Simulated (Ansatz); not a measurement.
H3NOSi, SMILES `N[Si]O` (lower singlet) (charge 0, multiplicity 1). This singlet lies 2.60 eV below the relaxed triplet at the level frozen-core CCSD(T)/cc-pVTZ // PBE0-D3(BJ)/def2-TZVP (Ansatz, an electronic-structure program).

Level of theory: frozen-core CCSDT(Q)/cc-pVDZ // PBE0-D3(BJ)/def2-TZVP (Ansatz).

Ansatz 0.2 input:
```yaml
crystal:
  periodic: [false, false, false]
  atoms:
    - { symbol: N, position_ang: [0.922217, 0.105758, 0.161874] }
    - { symbol: Si, position_ang: [-0.183331, -1.193762, 0.34838] }
    - { symbol: O, position_ang: [-1.652505, -0.439339, 0.229864] }
    - { symbol: H, position_ang: [1.915555, -0.066002, 0.192749] }
    - { symbol: H, position_ang: [0.71914, 1.084708, 0.015874] }
    - { symbol: H, position_ang: [-1.721071, 0.50864, 0.089406] }
basis:
  gaussian: { orbitals: cc-pVDZ }
correlation:
  method: ccsdt_q
```

Output:

```
Functional definition: HF
1159 factors; integrals over basis functions are off by at most 2.2e-7 eV
mean field evaluation 1: about -11426.3664 eV, gradient 4.1e1 eV
mean field evaluation 2: about -11426.3709 eV, gradient 4.1e1 eV
mean field evaluation 4: about -11429.7318 eV, gradient 2.5e0 eV
mean field evaluation 8: about -11429.7617 eV, gradient 3.1e-4 eV
mean field evaluation 16: about -11429.7552 eV, gradient 2.6e-1 eV
mean field -11429.76169370 eV, -420.0359948726 hartree, gradient 1.6e-6 eV, S^2 0.000000; 0 other end points of the search recorded, 0 dependent functions left out
7 core orbitals not correlated
reference -11429.76169370 eV, -420.0359948726 hartree; 9, 9 occupied and 45, 45 virtual orbitals, 1159 factors
second order -12.04196022 eV of doubles, -0.00000000 eV of singles
cycle   1  -12.34086474 eV  change   -3.0e-1 eV  update   1.0e-1
cycle   2  -12.84154187 eV  change   -5.0e-1 eV  update   4.7e-2
cycle   3  -13.13703919 eV  change   -3.0e-1 eV  update   2.6e-2
cycle   4  -13.10774704 eV  change    2.9e-2 eV  update   7.7e-3
cycle   5  -13.09131187 eV  change    1.6e-2 eV  update   4.1e-3
cycle   6  -13.09472619 eV  change   -3.4e-3 eV  update   1.8e-3
cycle   7  -13.09652704 eV  change   -1.8e-3 eV  update   6.3e-4
cycle   8  -13.09622761 eV  change    3.0e-4 eV  update   3.1e-4
cycle   9  -13.09603023 eV  change    2.0e-4 eV  update   1.3e-4
cycle  10  -13.09623603 eV  change   -2.1e-4 eV  update   6.4e-5
cycle  11  -13.09610919 eV  change    1.3e-4 eV  update   3.0e-5
cycle  12  -13.09611780 eV  change   -8.6e-6 eV  update   1.0e-5
cycle  13  -13.09612146 eV  change   -3.7e-6 eV  update   4.9e-6
cycle  14  -13.09612049 eV  change    9.7e-7 eV  update   1.8e-6
perturbative correction -0.03779423 eV, -0.0013889122 hartree
Total energy: -11442.89560841 eV, -420.5186573360 hartree
```
